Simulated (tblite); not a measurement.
Isomers of C4H6OSSi. Computed with GFN2-xTB (tblite): harmonic, unscaled wavenumbers at the GFN2-xTB geometry, gas phase. The method is semi-empirical: single wavenumbers can be off by several per cent or more. Modes of hydrogen on silicon and sulfur can be 10 to 20 % off. One conformer each.

Electronic energies: GFN2-xTB at the same geometries; isomer energies are rough at this level and their order can be wrong.

| SMILES | electronic energy, lowest = 0 (kcal/mol) |
| --- | --- |
| [SiH3]Oc1cccs1 | 0.0 |
| O=C1CSC=C1[SiH3] | 39.2 |
| S[SiH2]c1ccoc1 | 21.3 |
| [SiH3]Oc1ccsc1 | 1.2 |
| C=C[SiH2]OC=C=S | 62.6 |
| O=C[C@H]1[SiH2]C=CS1 | 61.5 |

Task: How do GFN2-xTB zero-point energies change the relative energies?

Result: 
```
              SMILES  ZPE (kcal/mol)  of it from modes above 1550 cm⁻¹  electronic (kcal/mol)  with ZPE, lowest = 0 (kcal/mol)  lowest mode (cm⁻¹)  rings
      [SiH3]Oc1cccs1            52.5                              25.6                    0.0                              0.0                  51      1
      [SiH3]Oc1ccsc1            52.5                              25.6                    1.2                              1.2                  59      1
      S[SiH2]c1ccoc1            52.7                              26.0                   21.3                             21.5                   8      1
    O=C1CSC=C1[SiH3]            51.8                              27.5                   39.2                             38.5                  68      1
O=C[C@H]1[SiH2]C=CS1            52.9                              28.3                   61.5                             61.9                  49      1
     C=C[SiH2]OC=C=S            51.7                              28.9                   62.6                             61.9                  37      0
```

The zero-point energies span 1.2 kcal/mol, from `C=C[SiH2]OC=C=S` to `O=C[C@H]1[SiH2]C=CS1`. The order is unchanged, ties at the printed digit aside.

Task: What do entropy and thermal enthalpy add at 298.15 K and 1 bar (rigid rotor, harmonic oscillator, one conformer each)?

Result: 
```json
{"SMILES": "[SiH3]Oc1ccsc1", "point group": "Cs", "symmetry number": "1", "S (cal/(mol K))": "88.0", "H − H(0) (kcal/mol)": "5.50", "ZPE + H − H(0) − TS (kcal/mol)": "31.7"}
{"SMILES": "O=C1CSC=C1[SiH3]", "point group": "Cs", "symmetry number": "1", "S (cal/(mol K))": "89.8", "H − H(0) (kcal/mol)": "5.77", "ZPE + H − H(0) − TS (kcal/mol)": "30.7"}
{"SMILES": "O=C[C@H]1[SiH2]C=CS1", "point group": "C1", "symmetry number": "1", "S (cal/(mol K))": "89.2", "H − H(0) (kcal/mol)": "5.67", "ZPE + H − H(0) − TS (kcal/mol)": "32.0"}
```

Not tabulated: `[SiH3]Oc1cccs1` (point group not settled); `S[SiH2]c1ccoc1` (lowest mode only 8 cm⁻¹); `C=C[SiH2]OC=C=S` (point group not settled).
